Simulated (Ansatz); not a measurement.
`CO[SiH](C#N)OC` + `[OH][AlH][I]` → `CO[SiH](I)OC` + `N#[C][AlH][OH]`  (redistribution)

Gas-phase electronic energies from Ansatz, PBE0-D4/def2-TZVP geometries. CCSD(T)/CBS adds triple-zeta CCSD(T) − MP2 to the extrapolated MP2 energy (def2 sets, frozen cores). DFT in def2-TZVPP. Elements past krypton have def2 core potentials. For I outer-core shells are correlated without core-valence functions, which leaves a few kJ/mol of doubt a bond. One conformer a species, not always the lowest.

(1) Is it downhill or uphill in electronic energy at CCSD(T)/CBS, and by how much? (Estimate.)

(2) What do these levels give: PBE-D4, ωB97M-V, PBE, SCS-MP2/def2-TZVPP, HF/def2-QZVPP, HF/CBS(def2)? (An estimate is asked.)

Largest T1 diagnostic among the species: 0.014.

Answers

(1) Computed: Uphill: ΔE = +28.4 kJ/mol.

(2) Computed: PBE-D4 26.5, ωB97M-V 28.7, PBE 29.5, SCS-MP2/def2-TZVPP 31.7, HF/def2-QZVPP 42.9, HF/CBS(def2) 42.9 kJ/mol.

From PBE to PBE0 (25 % exact exchange), in def2-TZVPP and without D4, ΔE moves by +3.4 kJ/mol. The D4 term adds −5.5 kJ/mol with B3LYP and −2.8 kJ/mol with PBE0; it sums over pairs of atoms, weighted by their polarisabilities, and B3LYP, whose exchange is more repulsive, gets the larger term.

B3LYP here is the variant with VWN-RPA as its local correlation; programs differ in this.
